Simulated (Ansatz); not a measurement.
# Worked example: vertical ionisation energy of CH3BF3Ge+ (SMILES [CH3][Ge+]([F])[B](F)F)

CH3BF3Ge+: 9 atoms, total charge +1, spin state singlet. SMILES: `[CH3][Ge+]([F])[B](F)F`. The shape comes from GFN2-xTB, which is rough for such elements, and wasn't checked as a minimum.

Both states at this one shape; open shells run unrestricted unless said. 1 Eh = 27.2114 eV.

| level | program | singlet CH3BF3Ge+ (Eh) | doublet [CH3BF3Ge]2+ (Eh) | HOMO of the first (eV) |
| --- | --- | --- | --- | --- |
| HF/3-21G | Ansatz | -2425.882675 | -2425.261352 | -17.77 |
| revPBE/def2-SVP | Ansatz | -2440.315906 | -2439.710919 | -13.30 |

Question: Work out the vertical ionisation energy at each level.

Answer: 
1. HF/3-21G: -2425.261352 − (-2425.882675) = 0.621323 Eh = 16.91 eV; −ε(HOMO) = 17.77 eV.
2. revPBE/def2-SVP: -2439.710919 − (-2440.315906) = 0.604987 Eh = 16.46 eV; −ε(HOMO) = 13.30 eV.

No measured value is set beside it here; the levels span 16.46 to 16.91 eV. In Hartree–Fock, −ε(HOMO) (Koopmans) exceeds the difference of totals by the orbital relaxation of the ion. In semi-local functionals −ε(HOMO) lies far under the ionisation energy, a result of self-interaction, while the difference of totals does much better. All-electron rows are non-relativistic unless named.
